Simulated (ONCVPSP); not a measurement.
**Te, ONCV: configuration errors across variants**

ONCVPSP 4.0.1 input, shortened (lines: element, Z, core and valence counts, functional; n l f; lmax; l rc ep ncon nbas qcut; lloc lpopt rc5 dvloc0; l nproj debl; icmod fcfact rcfact), LDA (Perdew-Zunger), scalar-relativistic:

```
  Te 52.00    6    5        3      upf
    1    0    2.00
    2    0    2.00
    2    1    6.00
    3    0    2.00
    3    1    6.00
    3    2   10.00
    4    0    2.00
    4    1    6.00
    4    2   10.00
    5    0    2.00
    5    1    4.00
    2
    0    1.20    0.00    3    6    7.80
    1    1.30    0.00    5   10   12.80
    2    1.50    0.00    4    7   10.60
    4    5    0.95    6.00
    0    2    0.50
    1    2    0.50
    2    2    0.80
    3    2.75    1.05
```

In the d channel the program set the typed energies aside and used -1.532, 0.250 Ha.

All-electron excitation energies from the reference (eV): (1) 4s2 4p6 4d10 5s2 5p3 9.916; (2) 4s2 4p6 4d10 5s2 5p2 28.089; (3) 4s2 4p6 4d10 5s2 5p1 55.321; (4) 4s2 4p5 4d10 5s2 5p4 122.708.

Errors AE − PS in meV (a dash: test not solved or not reliable):

| change | (1) | (2) | (3) | (4) | bound ghosts | GHOST(+) flags above zero |
| --- | --- | --- | --- | --- | --- | --- |
| base | -1.8 | -5.7 | -12 | -109 | none | s |
| d: rc 1.24 | -1.9 | -5.6 | -11 | -89 | none | s |
| p: rc 1.94 | -2.6 | -7.9 | -17 | -294 | none | s |
| core correction Teter function, fcfact 2.75, rcfact 0.9 | -1.8 | -5.7 | -12 | -108 | none | s |
| local potential polynomial inside 0.95 bohr (lpopt 5, dvloc0 -2.5 Ha) | -2.0 | -6.1 | -12 | -110 | none | s |
| core correction Teter function, fcfact 5.9, rcfact 1.05 | -1.8 | -5.7 | -12 | -109 | none | s |
| p: ncon 4, nbas 9 | -2.0 | -6.0 | -13 | -135 | none | s |

**Question.** Give the same row for: d: qcut 7.3.

**Answer.** -1.9, -5.9, -13, -172; bound ghosts: none; GHOST(+) flags above zero: s.
